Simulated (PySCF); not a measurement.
# Ionisation energy of Ir⁵⁸⁺ by level of theory

Ir⁵⁸⁺ [Ar] 3d1 (2D) → Ir⁵⁹⁺ [Ar] (1S), as a difference of total energies. Calculation: PySCF 2.14, in an even-tempered Gaussian basis (17 s from 15 bohr⁻², ratio 2.5; 12 p from 20 bohr⁻², ratio 2.5; 7 d from 20 bohr⁻², ratio 2.5; 4 f from 69 bohr⁻², ratio 2.7; 3 g from 100 bohr⁻², ratio 2.7); scalar relativity by spin-free X2C-1e. Correlated levels: outer shells: [Ne] frozen; virtual orbitals above 40 to 60 times the deepest correlated orbital energy dropped. The calculations carry no spin-orbit coupling.

| method | ionisation energy (eV) |
| --- | --- |
| UHF | 5856.8 |
| LDA | 5857.0 |
| PBE | 5858.8 |
| PBE0 | 5858.7 |
| B97-3 | 5858.5 |
| MP2 (outer shells) | 5856.4 |
| SCS-MP2 (outer shells) | 5856.4 |

Problem. Estimate what r2SCAN gives.

Solution. 5859.7 eV, closest to PBE among the rows shown.

Problem. Estimate what BLYP gives.

Solution. 5859.6 eV, closest to PBE among the rows shown.

A first-order spin-orbit estimate (lowest level to lowest level, LS coupling) adds 55.497 eV.

Breit and QED terms and the two-electron picture change are absent.

First order in ζ underestimates the shift of j = l − 1/2 levels at high Z.

For comparison: 5910 ± 6 eV (theoretical estimate listed by NIST; NIST Atomic Spectra Database, ionization energies).
